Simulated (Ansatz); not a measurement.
A nudged elastic band was laid between two geometries of C2H5OSi (9 atoms, charge 1, multiplicity 1).

The calculation used Ansatz, RKS r2SCAN/def2-SVP.

* movable images: 5
* climbing image: yes
* spring: 5.0 eV/Å²
* optimiser: quadratic models (default)
* start path: through a guess of the saddle point
* force threshold: 0.03 eV/Å
* iteration limit: 60
* end points: relaxed

First end point:

```xyz
9
Properties=species:S:1:pos:R:3
C 0.170 1.319 -1.223
C 0.231 0.119 -0.483
Si 0.670 -1.509 -0.060
O -0.296 -1.647 1.568
H -0.358 1.275 -2.193
H -0.547 1.881 -0.555
H 1.081 1.944 -1.240
H -0.713 -0.928 2.077
H -0.238 -2.455 2.109
```

Last end point:

```xyz
9
Properties=species:S:1:pos:R:3
C 0.389 1.227 -1.419
C -0.107 0.510 -0.377
Si 0.909 -0.956 0.061
O -0.242 -1.461 1.506
H -0.101 2.133 -1.797
H -1.036 0.858 0.098
H 1.312 0.937 -1.942
H -1.054 -1.006 1.807
H -0.070 -2.243 2.064
```

Q: What changes between the two ends?

A: Bonds broken: C1–H6. Bonds formed: C2–H6.

Q: What energy profile does the band end with?

A: It converged. The highest image is number 1 of 0 to 6, 0.051 eV above the first end and 2.296 eV above the last; the last end lies 2.244 eV below the first. The profile has 2 maxima (images 1, 5) with wells between them (image 4): this band takes more than one step, which may be the mechanism or a detour left from its start path. Neighbouring images differ by up to 1.2 eV, so the band resolves the path poorly. A vibrational analysis at the climbing image gives one clearly imaginary mode, 135i cm⁻¹: a first-order saddle point. The orbitals stay closed-shell, which can raise the energy where a bond breaks towards radicals; this wasn't checked here. Limits of this set-up: the dipole of an ion depends on the origin.

| image | path coordinate (Å) | energy (eV) | C1–H6 (Å) | C2–H6 (Å) |
| --- | --- | --- | --- | --- |
| 0 | 0.00 | 0.000 | 1.13 | 1.93 |
| 1 | 1.48 | 0.051 | 1.13 | 1.90 |
| 2 | 2.89 | 0.001 | 1.13 | 1.93 |
| 3 | 4.30 | -1.216 | 1.84 | 1.11 |
| 4 | 5.71 | -2.185 | 2.13 | 1.10 |
| 5 | 7.12 | -1.978 | 2.13 | 1.10 |
| 6 | 8.53 | -2.244 | 2.11 | 1.10 |

Q: What is the geometry of the highest image?

A: 
```xyz
9
Properties=species:S:1:pos:R:3
C 0.132 1.290 -1.268
C 0.327 0.133 -0.493
Si 0.925 -1.392 0.123
O -0.329 -1.436 1.625
H -0.309 1.156 -2.273
H -0.712 1.711 -0.643
H 0.920 2.065 -1.223
H 0.046 -1.379 2.524
H -0.999 -2.147 1.628
```

The band took 22 iterations and of the order of 5 core-minutes.

The run took 2.6 min on 2 threads of AMD EPYC 7R13 Processor (Zen 3), with other jobs on the host, peak memory 0.15 GiB.
